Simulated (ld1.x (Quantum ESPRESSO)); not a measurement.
# Ranking TM semilocal potentials for osmium

All share these settings but for the change named:

```json
{"Element": "osmium", "Generator": "ld1.x (Quantum ESPRESSO) 7.5", "Type": "norm-conserving Troullier–Martins (semilocal form)", "Functional": "PBE", "Relativity": "scalar-relativistic", "Frozen core": "[Kr] 4d10 4f14 5s2", "Valence charge": "14", "Reference configuration": "5p6 5d6 6s1.5 6p0.5", "Partial waves": "6s (bound): rc 2.55 bohr; 5d (bound): rc 1.70 bohr; 5f channel at 0.1 Ry: rc 2.05 bohr; 5p (bound): rc 1.80 bohr", "Local potential": "the p channel", "Core correction": "none"}
```

Occupied shells without a wave of their own: 6p. They enter only through the test configuration that unscreens the potential.

Test errors are all-electron minus pseudo excitation energies from the reference, over 5p6 5d6 6s2 6p0; 5p6 5d6 6s1 6p0; 5p6 5d6 6s0 6p0; 5p5 5d6 6s2 6p0; 5p6 5d5 6s2 6p1; 5p6 5d5 6s2 6p0; 5p6 5d5 6s0 6p0. None of these files shows a bound ghost.

The base gives 390.1 meV.

Of 10 variants that were run, those that failed, showed a ghost or another fault, or gave nearly equal values are left out.

A variant can come out equal or close to the base, since the largest error may sit in a test that the change hardly touches while other tests move.

(1) Rank these variants by their largest absolute test error, smallest first.
A. wave 5p (bound): rc 1.80 bohr becomes 5p (bound): rc 1.36 bohr
B. wave 5p (bound): rc 1.80 bohr becomes 5p (bound): rc 2.40 bohr
C. wave 5p (bound): rc 1.80 bohr becomes 5p (bound): rc 2.70 bohr
D. wave 5p (bound): rc 1.80 bohr becomes 5p (bound): rc 1.88 bohr
E. wave 5p (bound): rc 1.80 bohr becomes 5p (bound): rc 1.68 bohr

## Answers

(1) A (195.9 meV), C (236.2 meV), E (319.5 meV), D (414.6 meV), B (490.1 meV).
